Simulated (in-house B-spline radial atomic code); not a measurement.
The numbers below are computed, except where a source is named.
# Correlation energy from the adiabatic connection: −Z exp(−kr)/r, Z = 2.5, k = 0.556

Two electrons in a singlet, external potential −Z exp(−kr)/r, Z = 2.5, k = 0.556 (atomic units). Full CI in B-splines (partial waves to l = 8, correlation up to 0.6 % small) with the density held fixed gives W(λ) = <V_ee>_λ − U, and E_c is the integral of W(λ) − W(0) from 0 to 1.

| λ | W(λ) − W(0) (hartree) |
| --- | --- |
| 0 | 0.00000 |
| 0.02 | -0.00194 |
| 0.05 | -0.00483 |
| 0.12 | -0.01145 |
| 0.25 | -0.02330 |
| 0.4 | -0.03631 |
| 0.6 | -0.05264 |
| 0.8 | -0.06789 |
| 1 | -0.08218 |

Q: Integrate the table by the trapezoid rule.

A: The strips give -0.00002, -0.00010, -0.00057, -0.00226, -0.00447, -0.00889, -0.01205, -0.01501, which sum to -0.04338 hartree. The direct value, W(1) − W(0) + T_c with T_c = 0.03873, is -0.04344; the curve is convex, so chords lie above it and the trapezoids fall short in size by 0.15 %.

Q: Now use only three numbers: W(0) = -1.2582, the initial slope W'(0) = -0.09753 (extrapolated from the first points) and the strong-coupling limit of the point-charge-plus-continuum model, W∞ = -1.7994. What do second-order theory and the interpolation W(λ) = W∞ + (W(0) − W∞)/√(1 + 2χλ) of Seidl, Perdew and Levy give?

A: Second order keeps the slope alone: E_c = W'(0)/2 = -0.04877, +12 % in size against -0.04344. Matching the slope fixes χ = W'(0)/(W∞ − W(0)) = -0.09753/(-0.54120) = 0.18021. Integrating, with s = √(1 + 2χ) = 1.166371, E_c = −(W(0) − W∞)(s − 1)/(s + 1) = −0.54120 × 0.166371/2.166371 = -0.04156 hartree, -4.3 % in size against the full result. At λ = 1 the formula gives W − W(0) = -0.07720 against -0.08218. Part of the miss can come from the model's W∞.
